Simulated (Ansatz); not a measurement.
One change: `[SiH3]C1=CC1Cl` becomes `FC1=CC1Cl`.

Ansatz, PBE0-D4/def2-TZVP geometries, multiplicity 1. 

```csv
property,`[SiH3]C1=CC1Cl`
LUMO energy (PBE/def2-TZVPP) / eV,-2.07
HOMO energy (PBE0/def2-TZVPP) / eV,-7.73
size of the dipole moment (ωB97M-V/def2-TZVPP) / D,2.46
HOMO–LUMO gap (B3LYP/def2-TZVPP) / eV,6.21
HOMO–LUMO gap (PBE0/def2-TZVPP) / eV,6.66
LUMO energy (ωB97M-V/def2-TZVPP) / eV,1.06
```

Problem. Give the same properties after the change, and the shifts. (Estimate.)

Solution. Ansatz gave: 
```json
{"property": "LUMO energy (PBE/def2-TZVPP) / eV", "`FC1=CC1Cl`": "-1.24", "shift": "0.83"}
{"property": "HOMO energy (PBE0/def2-TZVPP) / eV", "`FC1=CC1Cl`": "-8.16", "shift": "-0.43"}
{"property": "size of the dipole moment (ωB97M-V/def2-TZVPP) / D", "`FC1=CC1Cl`": "2.30", "shift": "-0.16"}
{"property": "HOMO–LUMO gap (B3LYP/def2-TZVPP) / eV", "`FC1=CC1Cl`": "7.48", "shift": "1.27"}
{"property": "HOMO–LUMO gap (PBE0/def2-TZVPP) / eV", "`FC1=CC1Cl`": "7.99", "shift": "1.33"}
{"property": "LUMO energy (ωB97M-V/def2-TZVPP) / eV", "`FC1=CC1Cl`": "2.04", "shift": "0.98"}
```

With PBE0 the HOMO falls by 0.43 eV and the LUMO rises by 0.90 eV, so the gap widens by about 1.33 eV. PBE moves the HOMO by -0.37 eV and ωB97M-V by -0.38 eV. Dipoles are sizes alone; their direction can turn.

B3LYP here is the variant with VWN-RPA as its local correlation; programs differ in this.
